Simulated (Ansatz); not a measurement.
Two members of one family (Oligo(p-phenylene), aryl ends), computed with Ansatz in the gas phase. The two geometries come from different levels. Binding counts from free atoms in the multiplicity of their measured ground term, without zero-point energy. Sets without diffuse functions give affinities that are too small. A dash marks a value that wasn't run or was left out as unsound. The structures are stationary points that may keep the symmetry of their start. Remarks come from the PBE and PBE0 runs and from stability tests at other levels; not every state was tested. A HOMO above zero means that the electron is unbound at that level and held by the basis, or that self-interaction error raises the level; the energy of removing that electron tells which. HOMO above LUMO (over both spins in singlets and doublets, within one spin in higher multiplets; at PBE or PBE0), or a gap under 0.15 eV within one spin, warns that the state may not be the lowest or that an electron is smeared out.

First: COc1ccc(-c2ccc(-c3ccc(-c4ccc(-c5ccc(-c6ccc(C(F)=C(F)F)cc6)cc5)cc4)cc3)cc2)cc1 (singlet, charge 0, PBE-D4/def2-SVP geometry).

Cartesian coordinates in Å:
```
C -13.894 -0.764 -3.956
O -12.914 0.120 -4.463
C -11.653 0.050 -3.953
C -10.711 0.951 -4.497
C -9.394 0.952 -4.041
C -8.961 0.063 -3.025
C -7.559 0.066 -2.548
C -7.237 -0.222 -1.201
C -5.913 -0.225 -0.753
C -4.839 0.062 -1.627
C -3.436 0.056 -1.154
C -3.015 -0.796 -0.107
C -1.690 -0.803 0.339
C -0.715 0.040 -0.242
C 0.690 0.032 0.228
C 1.013 -0.216 1.582
C 2.338 -0.221 2.025
C 3.412 0.020 1.135
C 4.816 0.018 1.604
C 5.794 0.844 1.001
C 7.119 0.844 1.445
C 7.537 0.019 2.514
C 8.941 0.024 2.986
C 9.263 -0.209 4.342
C 10.585 -0.198 4.791
C 11.654 0.046 3.895
C 13.016 0.046 4.427
F 13.143 -0.294 5.732
C 14.177 0.361 3.798
F 14.266 0.731 2.528
F 15.358 0.330 4.390
C 11.341 0.274 2.531
C 10.015 0.262 2.097
C 6.560 -0.806 3.119
C 5.235 -0.807 2.674
C 3.089 0.265 -0.219
C 1.763 0.271 -0.662
C -1.135 0.892 -1.290
C -2.459 0.901 -1.732
C -5.160 0.352 -2.974
C -6.484 0.354 -3.422
C -9.917 -0.826 -2.492
C -11.245 -0.842 -2.941
H -14.069 -0.614 -2.867
H -13.623 -1.830 -4.129
H -14.830 -0.541 -4.502
H -11.048 1.650 -5.276
H -8.684 1.680 -4.462
H -8.049 -0.412 -0.481
H -5.708 -0.416 0.312
H -3.734 -1.497 0.343
H -1.394 -1.507 1.132
H 0.202 -0.369 2.311
H 2.545 -0.376 3.094
H 5.499 1.529 0.193
H 7.840 1.530 0.975
H 8.455 -0.370 5.072
H 10.805 -0.370 5.853
H 12.142 0.448 1.801
H 9.807 0.412 1.027
H 6.855 -1.490 3.929
H 4.513 -1.493 3.143
H 3.899 0.417 -0.950
H 1.554 0.428 -1.731
H -0.413 1.590 -1.740
H -2.755 1.607 -2.522
H -4.351 0.542 -3.695
H -6.691 0.547 -4.486
H -9.611 -1.549 -1.722
H -11.950 -1.563 -2.504
```

| level | HOMO (eV) | LUMO (eV) | gap (eV) | vertical IE (eV) | vertical EA (eV) | vertical triplet (eV) | binding per atom (eV) |
| --- | --- | --- | --- | --- | --- | --- | --- |
| PBE-D4/def2-SVP | -4.95 | -2.49 | 2.46 | 6.21 | 1.26 | 2.44 | 5.58 |
| r2SCAN-D4/def2-SVP | -5.14 | -2.49 | 2.65 | – | – | – | 5.38 |
| PBE0-D4/def2-SVP | -5.82 | -1.87 | 3.95 | 6.74 | 1.00 | 2.87 | 5.45 |

Remarks: gap within one spin near zero at PBE or PBE0 (+1 doublet), HOMO above zero (-1 doublet).

Second: C51H35F3O (singlet, charge 0, r2SCAN-D4/def2-SVP geometry).

Cartesian coordinates in Å:
```
C 4.151 -10.376 -15.015
O 3.012 -9.558 -14.870
C 2.859 -8.874 -13.711
C 1.713 -8.064 -13.617
C 1.469 -7.325 -12.467
C 2.355 -7.360 -11.367
C 2.092 -6.573 -10.145
C 0.777 -6.328 -9.701
C 0.529 -5.586 -8.550
C 1.582 -5.054 -7.781
C 1.319 -4.268 -6.558
C 0.186 -3.436 -6.454
C -0.059 -2.693 -5.302
C 0.813 -2.746 -4.198
C 0.553 -1.957 -2.976
C 0.903 -2.444 -1.702
C 0.659 -1.698 -0.552
C 0.055 -0.428 -0.619
C -0.200 0.365 0.601
C -1.313 1.222 0.697
C -1.552 1.971 1.846
C -0.689 1.899 2.958
C -0.940 2.695 4.177
C -1.528 3.973 4.107
C -1.762 4.724 5.255
C -1.421 4.234 6.530
C -1.666 5.032 7.749
C -0.805 4.952 8.860
C -1.035 5.704 10.009
C -2.138 6.575 10.102
C -2.381 7.374 11.321
C -2.039 6.887 12.596
C -2.267 7.638 13.744
C -2.851 8.919 13.666
C -3.061 9.656 14.904
F -2.632 9.051 16.030
C -3.634 10.861 15.095
F -4.125 11.617 14.134
F -3.765 11.422 16.274
C -3.194 9.417 12.391
C -2.963 8.656 11.250
C -3.000 6.655 8.991
C -2.771 5.902 7.843
C -0.835 2.955 6.601
C -0.601 2.204 5.452
C 0.423 1.041 2.862
C 0.662 0.293 1.713
C -0.296 0.059 -1.893
C -0.054 -0.688 -3.043
C 1.943 -3.580 -4.301
C 2.191 -4.320 -5.454
C 2.896 -5.299 -8.223
C 3.144 -6.037 -9.378
C 3.493 -8.175 -11.482
C 3.753 -8.926 -12.631
H 4.084 -10.826 -16.014
H 4.176 -11.180 -14.258
H 5.086 -9.791 -14.945
H 1.035 -8.026 -14.473
H 0.587 -6.681 -12.427
H -0.066 -6.762 -10.249
H -0.504 -5.448 -8.216
H -0.504 -3.358 -7.299
H -0.957 -2.070 -5.250
H 1.339 -3.443 -1.610
H 0.909 -2.126 0.424
H -2.026 1.273 -0.130
H -2.447 2.597 1.899
H -1.769 4.401 3.130
H -2.183 5.730 5.159
H 0.084 4.317 8.807
H -0.321 5.647 10.836
H -1.611 5.885 12.694
H -2.002 7.230 14.722
H -3.633 10.409 12.284
H -3.215 9.079 10.274
H -3.888 7.291 9.043
H -3.483 5.959 7.016
H -0.594 2.526 7.577
H -0.180 1.199 5.548
H 1.136 0.989 3.691
H 1.558 -0.332 1.660
H -0.731 1.058 -1.986
H -0.304 -0.261 -4.019
H 2.651 -3.632 -3.470
H 3.070 -4.969 -5.494
H 3.738 -4.867 -7.675
H 4.177 -6.170 -9.715
H 4.187 -8.251 -10.639
H 4.646 -9.554 -12.665
```

**Question.** Estimate the same table for the second.

**Answer.** 
```json
{"level": "PBE-D4/def2-SVP", "HOMO (eV)": "-4.93", "LUMO (eV)": "-2.48", "gap (eV)": "2.45", "vertical IE (eV)": "6.03", "vertical EA (eV)": "1.43", "vertical triplet (eV)": "2.47", "binding per atom (eV)": "5.62"}
{"level": "r2SCAN-D4/def2-SVP", "HOMO (eV)": "-5.11", "LUMO (eV)": "-2.47", "gap (eV)": "2.64", "vertical IE (eV)": "–", "vertical EA (eV)": "–", "vertical triplet (eV)": "–", "binding per atom (eV)": "5.42"}
{"level": "PBE0-D4/def2-SVP", "HOMO (eV)": "-5.79", "LUMO (eV)": "-1.85", "gap (eV)": "3.94", "vertical IE (eV)": "6.60", "vertical EA (eV)": "1.10", "vertical triplet (eV)": "2.93", "binding per atom (eV)": "5.49"}
```

Remarks: gap within one spin near zero at PBE or PBE0 (+1 doublet), gap within one spin near zero at PBE or PBE0 (-1 doublet).
